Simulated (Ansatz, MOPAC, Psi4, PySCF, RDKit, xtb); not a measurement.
Two geometries of SMILES C(C=C)C(C)(C)C (C7H14), relaxed at B3LYP-D3(BJ)/def2-SVP with one dihedral held; other torsions can differ between them too.

Structure A

```
21

C      2.8979    -0.2290     0.4979
C      1.8369    -0.5736    -0.2364
C      0.7104     0.3548    -0.6191
C     -0.2215    -0.1346    -1.7535
C     -1.2666     0.9603    -2.0218
C      0.5905    -0.3833    -3.0354
C     -0.9485    -1.4244    -1.3378
H      3.0457     0.7999     0.8438
H      3.6631    -0.9585     0.7764
H      1.7418    -1.6216    -0.5431
H      1.1250     1.3409    -0.8917
H      0.0832     0.5329     0.2747
H     -1.9583     0.6583    -2.8246
H     -0.7849     1.9029    -2.3285
H     -1.8663     1.1668    -1.1203
H      1.3525    -1.1645    -2.8888
H      1.1108     0.5336    -3.3569
H     -0.0658    -0.7059    -3.8598
H     -1.5269    -1.2721    -0.4119
H     -0.2492    -2.2567    -1.1640
H     -1.6504    -1.7444    -2.1246
```

Structure B

```
21

C     -3.0383    -0.6654     0.2139
C     -1.8559    -0.6135    -0.4068
C     -0.8411     0.4974    -0.5047
C     -0.8859     1.7281     0.4330
C      0.3722     2.5661     0.1369
C     -0.8502     1.3014     1.9099
C     -2.1178     2.6083     0.1545
H     -3.4399     0.1550     0.8104
H     -3.6562    -1.5654     0.1506
H     -1.5626    -1.5026    -0.9818
H      0.1538     0.0283    -0.3892
H     -0.8497     0.8588    -1.5517
H      0.3967     3.4716     0.7640
H      1.2911     1.9915     0.3380
H      0.3988     2.8858    -0.9177
H     -1.7386     0.7230     2.1976
H      0.0340     0.6762     2.1156
H     -0.7946     2.1860     2.5651
H     -2.1521     2.9101    -0.9050
H     -3.0628     2.0989     0.3843
H     -2.0786     3.5269     0.7624
```

Task: Which is lower in energy at the level CCSD(T) on RHF/cc-pVDZ, frozen core // B3LYP-D3(BJ)/def2-SVP in Ansatz (a program for electronic structure), and by how much?

Result: A is lower, by 2.01 kcal/mol (dihedral C1–C2–C3–C4: 165° in A, 15° in B).

E(B) − E(A) in kcal/mol at the other levels, on the same two geometries: MMFF94 // B3LYP-D3(BJ)/def2-SVP (RDKit) 1.44; B3LYP/def2-TZVP // B3LYP-D3(BJ)/def2-SVP (Psi4) 2.30; B3LYP-D3(BJ)/def2-TZVP // B3LYP-D3(BJ)/def2-SVP (Psi4) 1.70; PBE/def2-TZVP // B3LYP-D3(BJ)/def2-SVP (Psi4) 2.03; PBE-D3(BJ)/def2-TZVP // B3LYP-D3(BJ)/def2-SVP (Psi4) 1.66; wB97M-V/def2-TZVP // B3LYP-D3(BJ)/def2-SVP (Psi4) 1.92; RHF/cc-pVDZ // B3LYP-D3(BJ)/def2-SVP (Ansatz) 2.62; MP2 on RHF/cc-pVDZ, frozen core // B3LYP-D3(BJ)/def2-SVP (Ansatz) 2.04; CCSD on RHF/cc-pVDZ, frozen core // B3LYP-D3(BJ)/def2-SVP (Ansatz) 2.11; RHF/cc-pVTZ // B3LYP-D3(BJ)/def2-SVP (Ansatz) 2.76; MP2 on RHF/cc-pVTZ, frozen core // B3LYP-D3(BJ)/def2-SVP (Ansatz) 1.86; UFF // B3LYP-D3(BJ)/def2-SVP (RDKit) 10.21; PM7, restricted, heats of formation // B3LYP-D3(BJ)/def2-SVP (MOPAC) 3.06; AM1, restricted, heats of formation // B3LYP-D3(BJ)/def2-SVP (MOPAC) 3.38; GFN1-xTB // B3LYP-D3(BJ)/def2-SVP (xtb) 1.89; restricted B3LYP/6-31G*, spherical d, density fitting // B3LYP-D3(BJ)/def2-SVP (PySCF) 2.04; restricted BP86/6-31G*, spherical d, density fitting // B3LYP-D3(BJ)/def2-SVP (PySCF) 1.96; restricted M06-2X/6-31G*, spherical d, density fitting // B3LYP-D3(BJ)/def2-SVP (PySCF) 1.63; restricted MP2 (frozen core)/3-21G // B3LYP-D3(BJ)/def2-SVP (PySCF) 2.52.
